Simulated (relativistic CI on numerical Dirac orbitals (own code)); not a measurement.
## How well does a small relativistic CI reproduce Pd⁺?

Calculated at this level of theory: Dirac-Coulomb-Breit CI, KLI orbitals optimised for each configuration, QED by a radiative potential, valence Slater integrals scaled by 0.85, P86 correlation estimate, and configurations built on the next ion tied to the tabulated ionisation energy (semi-empirical) (own radial code, finite nucleus).

Configurations in the expansion (outside the closed core [Kr]): 4d⁹, 4d⁸5s, 4d⁸5p, 4d⁸5d, 4d⁸6s, 4d⁸4f, 4d⁸5f, 4d⁷5s², 4d⁸6p, 4d⁷5s5p, 4d⁸6d, 4d⁸5g, 4d⁸6f, 4d⁸6g, 4d⁷5s6s, 4d⁷5p². Levels of other configurations are missing.

```csv
Configuration,Term (tabulated),J,Measured (cm⁻¹),Computed,Error,Purity (%)
4d⁹,2D,5/2,0.0,0,0,99
4d⁹,2D,3/2,3539.2,3309,-230,99
4d⁸5s,4F,9/2,25084.3,31140,6056,99
4d⁸5s,4F,7/2,27097.1,33103,6006,94
4d⁸5s,4F,5/2,28929.4,34830,5901,97
4d⁸5s,4F,3/2,29948.2,35842,5894,94
4d⁸5s,2F,7/2,32280.5,38734,6453,92
4d⁸5s,2F,5/2,34424.7,41077,6653,71
4d⁸5p,4D°,7/2,65250.3,68926,3676,91
4d⁸5p,4D°,5/2,67964.6,71450,3486,89
4d⁸5p,4D°,3/2,70122.3,73451,3328,93
4d⁸5p,4D°,1/2,71181.7,74484,3302,94
4d⁸5p,2D°,5/2,83805.4,88835,5029,73
4d⁸5p,2D°,3/2,84375.5,89763,5387,92
4d⁸5p,2P°,3/2,85154.0,91572,6418,60
4d⁸5p,2F°,5/2,87123.0,91289,4167,92
4d⁸5p,2P°,1/2,88041.5,93272,5231,92
```

Measured levels from NIST Handbook of Basic Atomic Spectroscopic Data (Sansonetti and Martin, J. Phys. Chem. Ref. Data 34, 1559 (2005)); pairs were made by configuration, J and term (by order where the table uses no LS term), so strongly mixed levels may be paired wrongly.

Mean error by configuration (cm⁻¹): 4d⁹ -230; 4d⁸5s 6160; 4d⁸5p 4447. Over the excited levels the mean absolute error is 4826 cm⁻¹ (16 of the 36 excited levels that our extract of the source holds in range could be paired, and the others can miss by more), and the median relative error of those above 1,000 cm⁻¹ is 6.4 %.

Transition probabilities of persistent lines. The last column rescales the computed rate by the cube of measured over computed energy:

| λ measured (Å) | Lower | Upper | A tabulated (s⁻¹) | A computed | A rescaled |
| --- | --- | --- | --- | --- | --- |
| 1183.40 vacuum | 4d⁹ ²D3/2 | 4d⁸5p ²P°1/2 | 1.39e+09 | 1.45e+09 | 1.20e+09 |
| 1196.41 vacuum | 4d⁹ ²D3/2 | 4d⁸5p ²F°5/2 | 6.62e+08 | 6.28e+08 | 5.39e+08 |
| 1237.07 vacuum | 4d⁹ ²D3/2 | 4d⁸5p ²D°3/2 | 3.97e+08 | 3.46e+08 | 2.83e+08 |
